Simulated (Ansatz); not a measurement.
## Which is lower?

The two ends of one reaction step of BH4SO2F, closed shell (PBE0-D4/def2-TZVP).

A:

```
9
angstrom
B -0.5261 0.3998 0.7337
F -0.2887 1.5428 0.0867
O -1.7465 -0.1924 0.6807
O 0.4839 -0.1242 1.4699
H 1.1921 0.5468 -2.1479
S 1.2236 -0.7886 -2.0221
H -2.3635 0.2612 0.1023
H 0.2253 -0.9380 1.9089
H 1.7999 -0.7075 -0.8124
```

B:

```json
{"atom": "B1", "x (Å)": "-0.1005", "y (Å)": "-0.5638", "z (Å)": "0.4411"}
{"atom": "F2", "x (Å)": "-0.5403", "y (Å)": "2.1057", "z (Å)": "-1.3852"}
{"atom": "O3", "x (Å)": "-1.2494", "y (Å)": "0.1360", "z (Å)": "0.5703"}
{"atom": "O4", "x (Å)": "0.3805", "y (Å)": "-1.3249", "z (Å)": "1.4526"}
{"atom": "H5", "x (Å)": "0.2036", "y (Å)": "1.5329", "z (Å)": "-1.4418"}
{"atom": "S6", "x (Å)": "0.8460", "y (Å)": "-0.5405", "z (Å)": "-1.1495"}
{"atom": "H7", "x (Å)": "-1.4044", "y (Å)": "0.7963", "z (Å)": "-0.1167"}
{"atom": "H8", "x (Å)": "-0.1607", "y (Å)": "-1.2494", "z (Å)": "2.2450"}
{"atom": "H9", "x (Å)": "2.0252", "y (Å)": "-0.8924", "z (Å)": "-0.6158"}
```

Program: Ansatz 0.2.0. Basis: def2-TZVPP. Cores are frozen in the correlated methods. B3LYP uses VWN-RPA correlation.

Which structure is lower at CCSD(T), and by how much? (To be estimated.)

By the calculation: A, by 0.722 eV (electronic energy, against the other). By their contacts, A is a complex of BH₂O₂F ([OH][B]([OH])[F]) + H₂S and B is a complex of BH₃SO₂ ([OH][B]([OH])[SH]) + HF.

All methods give the same order:

```json
{"method": "SPW92", "E(B) − E(A) (eV)": "0.417"}
{"method": "PBE-D4", "E(B) − E(A) (eV)": "0.513"}
{"method": "BLYP-D4", "E(B) − E(A) (eV)": "0.639"}
{"method": "r2SCAN-D4", "E(B) − E(A) (eV)": "0.655"}
{"method": "B97M-V", "E(B) − E(A) (eV)": "0.741"}
{"method": "PBE0-D4", "E(B) − E(A) (eV)": "0.596"}
{"method": "B3LYP-D4", "E(B) − E(A) (eV)": "0.700"}
{"method": "r2SCAN0-D4", "E(B) − E(A) (eV)": "0.693"}
{"method": "BHLYP-D4", "E(B) − E(A) (eV)": "0.800"}
{"method": "CAM-B3LYP-D4", "E(B) − E(A) (eV)": "0.740"}
{"method": "wB97X-V", "E(B) − E(A) (eV)": "0.693"}
{"method": "wB97M-V", "E(B) − E(A) (eV)": "0.704"}
{"method": "B2PLYP", "E(B) − E(A) (eV)": "0.717"}
{"method": "PBE-QIDH", "E(B) − E(A) (eV)": "0.650"}
{"method": "RPA on PBE", "E(B) − E(A) (eV)": "0.762"}
{"method": "HF", "E(B) − E(A) (eV)": "1.065"}
{"method": "MP2", "E(B) − E(A) (eV)": "0.649"}
{"method": "CCSD", "E(B) − E(A) (eV)": "0.787"}
{"method": "CCSD(T)", "E(B) − E(A) (eV)": "0.722"}
```

T1 diagnostic: at most 0.012.

Labels in which every atom is bracketed show which atoms are joined, not bond orders.

For scale, one of the runs: CCSD(T)/def2-TZVPP, 222 basis functions, launched by `ansatz run in.yaml --threads 4 --pin off --events-out ev --progress --plain --max-ram 9574MiB`. The run took 66 s on 4 CPU threads of an Intel Xeon Platinum 8259CL (shared host), with 3.7 GiB of host memory at its peak.
